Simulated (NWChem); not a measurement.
# CH$_{6}$OSi$_{2}$, singlet; SMILES CO[Si][SiH3]

```xyz
10

Si     0.8526    -0.1624     0.5801
O     -0.3864    -1.0626    -0.1006
C     -0.4162    -2.4672    -0.1605
H     -1.3100    -2.8390     0.3651
H     -0.4795    -2.7894    -1.2119
H      0.4814    -2.9225     0.2979
Si    -0.2573     1.9300     0.0612
H      0.5227     3.1292     0.5103
H     -1.6012     1.9835     0.7263
H     -0.4701     2.0512    -1.4191
```
Atoms are numbered in this order, from 1.

Results from NWChem. Low-valent species are run as closed-shell singlets; no triplet was tried in these runs. Geometry: optimised at PBE0/def2-SVP. Level: PBE/def2-SVP with SMD (1 M gas to 1 M solution), gas-phase geometry. Reactions with the solvent are ignored.

Q: Among these, which solvent gives the highest value of “cavity-dispersion-structure term (kcal/mol)”?
(A) 1,4-dioxane
(B) water
(C) tetrahydrofuran
(D) methanol

A: B, water. Values: tetrahydrofuran -0.2; 1,4-dioxane 0.2; methanol 0.4; water 3.3
